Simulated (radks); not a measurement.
Results of a calculation; reference values are marked as such.
Task: The osmium ion Os+, 75 electrons, occupied as [Xe] 4f14 5d6 6s1. Code: a radial shooting solver on a logarithmic mesh with Libxc functionals. Model: Dirac Kohn-Sham, PBE, spin-unpolarised, spherical densities, finite nucleus; open shells are shared between the two j in proportion to 2j + 1; Fermi nuclear charge, rms radius 5.4126 fm. Some entries of the table are withheld. Estimate them.

orbital  occ.  eigenvalue (eV)  r(max) (bohr)  <r> (bohr)
1s1/2       2        -73743.45        0.01103     0.01774
2s1/2       2        -12841.12        0.06360     0.07427
2p1/2       2        -12297.44        0.04710     0.06130
2p3/2       4        -10766.30        0.05415     0.06950
3s1/2       2        -2994.254         0.1790      0.1934
3p1/2       2              (1)         0.1674         (2)
3p3/2       4              (3)         0.1818         (4)
3d3/2       4        -2007.037         0.1421         (5)
3d5/2       6        -1934.708         0.1461         (6)
4s1/2       2        -638.1659         0.4053      0.4318
4p1/2       2        -535.7119         0.4044      0.4357
4p3/2       4        -457.2897         0.4344      0.4693
4d3/2       4        -288.9543         0.4295      0.4825
4d5/2       6        -274.4271         0.4389      0.4938
5s1/2       2         -99.3253         0.9148       1.007
5p1/2       2         -67.7546         0.9748         (7)
4f5/2       6         -61.4296         0.4033      0.5525
4f7/2       8         -58.6244         0.4081      0.5607
5p3/2       4         -55.5390          1.057         (8)
5d3/2     2.4              (9)          1.330       1.717
5d5/2     3.6             (10)          1.372       1.784
6s1/2       1             (11)          2.399       2.782

Result: 
(1) 3p1/2 eigenvalue (eV): -2750.402
(2) 3p1/2 <r> (bohr): 0.1835
(3) 3p3/2 eigenvalue (eV): -2416.506
(4) 3p3/2 <r> (bohr): 0.1986
(5) 3d3/2 <r> (bohr): 0.1734
(6) 3d5/2 <r> (bohr): 0.1781
(7) 5p1/2 <r> (bohr): 1.100
(8) 5p3/2 <r> (bohr): 1.201
(9) 5d3/2 eigenvalue (eV): -14.8030
(10) 5d5/2 eigenvalue (eV): -13.7120
(11) 6s1/2 eigenvalue (eV): -13.1379
